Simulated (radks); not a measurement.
Ru, configuration [Kr] 4d6 5s2 (not the ground configuration). All-electron calculation, scalar-relativistic Kohn-Sham, BLYP, spin-unpolarised, spherical densities, finite nucleus; Fermi nuclear charge, rms radius 4.4809 fm. Program: a radial shooting solver on a logarithmic mesh with Libxc functionals.

Local quantities along the radius. ELF = 1/(1 + alpha^2) is the electron localisation function; alpha = (tau - tau_W)/tau_unif compares the Pauli kinetic energy density with that of the uniform gas. tau is taken from the large components.

r (bohr)	ELF	alpha
0.003163	0.999	0.02476
0.003652	0.999	0.02606
0.004218	0.999	0.02775
0.004871	0.999	0.02993
0.005671	0.999	0.03293
0.006549	0.999	0.03664
0.007564	0.998	0.04153
0.008735	0.998	0.04804
0.01009	0.997	0.05688
0.01165	0.995	0.06913
0.01346	0.993	0.08653
0.01566	0.987	0.1136
0.01809	0.977	0.1525
0.02089	0.957	0.2125
0.02413	0.914	0.3065
0.02786	0.829	0.4543
0.03218	0.685	0.6785
0.03716	0.508	0.9840
0.04327	0.364	1.323
0.04997	0.310	1.492
0.05771	0.341	1.389
0.06664	0.450	1.106
0.07697	0.595	0.8248
0.08889	0.711	0.6379
0.1027	0.764	0.5553
0.1195	0.748	0.5802
0.138	0.646	0.7400
0.1594	0.463	1.076
0.1841	0.315	1.473
0.2126	0.304	1.513
0.2455	0.436	1.138
0.2835	0.624	0.7758
0.3301	0.748	0.5804
0.3812	0.776	0.5374
0.4403	0.717	0.6279
0.5084	0.524	0.9531
0.5872	0.267	1.659
0.6781	0.189	2.073
0.7832	0.341	1.390
0.9118	0.632	0.7627
1.053	0.742	0.5902
1.216	0.717	0.6285
1.404	0.605	0.8073
1.622	0.445	1.117
1.873	0.311	1.488
2.163	0.254	1.716
2.518	0.269	1.648
2.908	0.336	1.407
3.359	0.422	1.170
3.879	0.495	1.009
4.48	0.535	0.9315
5.174	0.534	0.9345
5.975	0.484	1.032
6.956	0.375	1.291
8.033	0.235	1.804
9.278	0.108	2.868
10.71	0.035	5.263

On this mesh the ELF has minima near r = 0.050, 0.21, 0.68, 2.2 bohr, which separate the shells, and maxima near 0.10 (0.76), 0.38 (0.78), 1.1 (0.74), 4.5 (0.54).
